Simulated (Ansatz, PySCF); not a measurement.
hex-3-yne (C6H10), SMILES C(CC)#CCC. Atoms are numbered in the order given.

```xyz
16

C      2.4684     1.1874    -0.1734
C      2.0907    -0.0674     0.6284
C      0.6783    -0.4311     0.5039
C     -0.4954    -0.7146     0.3868
C     -1.9149    -1.0357     0.2296
C     -2.6631    -0.0530    -0.6838
H      2.2691     1.0421    -1.2462
H      3.5375     1.4207    -0.0490
H      1.8837     2.0578     0.1617
H      2.7151    -0.9179     0.3009
H      2.3331     0.0879     1.6950
H     -2.0133    -2.0609    -0.1701
H     -2.3952    -1.0556     1.2243
H     -2.6094     0.9717    -0.2851
H     -3.7241    -0.3346    -0.7712
H     -2.2239    -0.0436    -1.6932
```
Charge 0, spin multiplicity 1.

Coordinates come from a B3LYP-D3(BJ)/def2-SVP optimisation.

Two levels are set side by side: PBE-D3(BJ)/def2-SVP (Ansatz, a first-principles code) and B3LYP-D3(BJ)/def2-SVP (Ansatz). Each level has its own optimised geometry; the coordinates shown are those of the second. Frequencies come from the Hessian of PySCF at each geometry. Differences are taken from unrounded values.

```tsv
quantity	B3LYP-D3(BJ)
mean bond length (Å)	1.216
bond C1–C2 (Å)	1.536
bond C2–C3 (Å)	1.464
bond C3–C4 (Å)	1.213
bond C4–C5 (Å)	1.464
bond C5–C6 (Å)	1.536
bond C1–H7 (Å)	1.101
bond C1–H8 (Å)	1.101
bond C1–H9 (Å)	1.101
bond C2–H10 (Å)	1.105
bond C2–H11 (Å)	1.105
bond C5–H12 (Å)	1.105
bond C5–H13 (Å)	1.105
bond C6–H14 (Å)	1.101
bond C6–H15 (Å)	1.101
bond C6–H16 (Å)	1.101
highest harmonic wavenumber (cm⁻¹)	3125
mean harmonic wavenumber (cm⁻¹)	1476
zero-point energy (kcal/mol)	88.62
```

**Question.** What does PBE-D3(BJ) give, and how far is it from B3LYP-D3(BJ)? (Estimate from the structure and the level; the computed values follow.)

**Answer.** 
| quantity | PBE-D3(BJ) | PBE-D3(BJ) minus B3LYP-D3(BJ) |
|---|---|---|
| mean bond length (Å) | 1.222 | 0.006 |
| bond C1–C2 (Å) | 1.538 | 0.002 |
| bond C2–C3 (Å) | 1.463 | -0.001 |
| bond C3–C4 (Å) | 1.225 | 0.012 |
| bond C4–C5 (Å) | 1.463 | -0.001 |
| bond C5–C6 (Å) | 1.538 | 0.002 |
| bond C1–H7 (Å) | 1.108 | 0.007 |
| bond C1–H8 (Å) | 1.108 | 0.007 |
| bond C1–H9 (Å) | 1.108 | 0.007 |
| bond C2–H10 (Å) | 1.113 | 0.008 |
| bond C2–H11 (Å) | 1.113 | 0.008 |
| bond C5–H12 (Å) | 1.113 | 0.008 |
| bond C5–H13 (Å) | 1.113 | 0.008 |
| bond C6–H14 (Å) | 1.108 | 0.007 |
| bond C6–H15 (Å) | 1.108 | 0.007 |
| bond C6–H16 (Å) | 1.108 | 0.007 |
| highest harmonic wavenumber (cm⁻¹) | 3074 | -51 |
| mean harmonic wavenumber (cm⁻¹) | 1437 | -39 |
| zero-point energy (kcal/mol) | 86.31 | -2.31 |

Exact exchange shortens and stiffens bonds; PBE has none. Differences between two approximate levels are no errors against the true value.
